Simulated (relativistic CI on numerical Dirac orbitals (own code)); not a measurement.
Forbidden lines of Ir³⁹⁺

These numbers are calculated, not measured: Dirac-Coulomb-Breit CI, separate exchange-only KLI orbitals for each configuration, model QED, unscaled Slater integrals (own radial code, finite nucleus).

Configurations in the expansion (outside the closed core [Ar] 3d10): 4s²4p⁶4d², 4s²4p⁶4d4f, 4s²4p⁵4d³, 4s4p⁶4d³, 4s²4p⁵4d²4f, 4s4p⁶4d²4f, 4s²4p⁶4d5s, 4s²4p⁶4f5s, 4s²4p⁶4d5p, 4s²4p⁶4f², 4s²4p⁵4f³, 4s4p⁶4f³, 4s²4p⁶4f5p, 4s²4p⁵4f²5p, 4s4p⁶4f²5p. Double excitations out of closed p, d and f shells are left out; levels of such configurations are missing from the list, as are those of other unlisted configurations, and high levels can miss mixing partners.

```
λ vac (Å)                Lower                 Upper  Type   A (s⁻¹)  E lower (cm⁻¹)  E upper (cm⁻¹)
   107.39  4s²4p⁵4d³ ³G°5 [43]  4s²4p⁵4d³ ³I°6 [119]    M1  2.69e+05         1752386         2683537
   107.80  4s²4p⁵4d³ ³I°7 [44]  4s²4p⁵4d³ ³I°6 [119]    M1  7.50e+06         1755857         2683537
   110.26  4s²4p⁵4d³ ³P°1 [41]  4s²4p⁵4d³ ³P°0 [114]    M1  2.43e+06         1746335         2653299
   113.77  4s²4p⁵4d³ ³H°6 [51]  4s²4p⁵4d³ ³I°6 [119]    M1  3.71e+06         1804567         2683537
   117.91  4s²4p⁵4d³ ³D°1 [52]  4s²4p⁵4d³ ³P°0 [114]    M1  4.39e+06         1805176         2653299
   123.30  4s²4p⁵4d³ ³G°5 [59]  4s²4p⁵4d³ ³I°6 [119]    M1  6.38e+05         1872514         2683537
   133.94  4s²4p⁵4d³ ³P°1 [66]  4s²4p⁵4d³ ³P°0 [114]    M1  1.18e+06         1906671         2653299
   145.45  4s²4p⁵4d³ ³S°1 [75]  4s²4p⁵4d³ ³P°0 [114]    M1  2.12e+06         1965795         2653299
   365.84    4s²4p⁶4d² ³P1 [5]     4s²4p⁶4d² ¹S0 [9]    M1  2.85e+05          221832          495177
   475.78    4s²4p⁶4d² ³F2 [1]     4s²4p⁶4d² ³P2 [4]    M1  5.28e+04               0          210180
   488.22    4s²4p⁶4d² ³F3 [3]     4s²4p⁶4d² ³F4 [7]    M1  1.13e+05          175844          380669
   493.09  4s²4p⁵4d³ ⁵G°5 [36]   4s²4p⁵4d³ ³H°6 [67]    M1  6.92e+04         1709923         1912725
   511.63    4s²4p⁶4d² ³P2 [4]     4s²4p⁶4d² ³P2 [8]    M1  9.20e+04          210180          405634
   524.51  4s²4p⁵4d³ ³H°6 [23]   4s²4p⁵4d³ ³I°7 [44]    M1  3.51e+04         1565204         1755857
   538.37  4s²4p⁵4d³ ⁵G°6 [38]   4s²4p⁵4d³ ³H°6 [67]    M1  8.19e+04         1726979         1912725
   544.06    4s²4p⁶4d² ³P1 [5]     4s²4p⁶4d² ³P2 [8]    M1  3.94e+04          221832          405634
   568.69    4s²4p⁶4d² ³F2 [1]     4s²4p⁶4d² ³F3 [3]    M1  1.04e+05               0          175844
   618.14  4s²4p⁵4d³ ³H°6 [23]   4s²4p⁵4d³ ⁵G°6 [38]    M1  5.91e+04         1565204         1726979
   629.79    4s²4p⁶4d² ¹G4 [6]     4s²4p⁶4d² ³F4 [7]    M1  3.03e+04          221885          380669
   680.56    4s²4p⁶4d² ³P0 [2]     4s²4p⁶4d² ³P1 [5]    M1  4.19e+04           74895          221832
```

Terms are leading LS components. Brackets give the number of a level in order of energy, since labels repeat. The list gives strong lines, with weight on those to low levels, among the lowest 200 of 1718 levels, so that lines to higher ones, which can be the strongest, are missing. Levels whose partners in the same complex of configurations lie outside the list can be far off, and so can their lines. Rates are taken at the computed energies, electric ones in the length gauge.

At this charge energies of transitions that change n are usually good to better than 1 %, and those within a shell (Δn = 0) to a few per cent. Terms inside the open d or f shell come out 10 to 20 % too wide with unscaled integrals.

LS names give the leading component of a level, which can be under half, so a name can repeat, a term be missing and a line seem to break the LS rules.
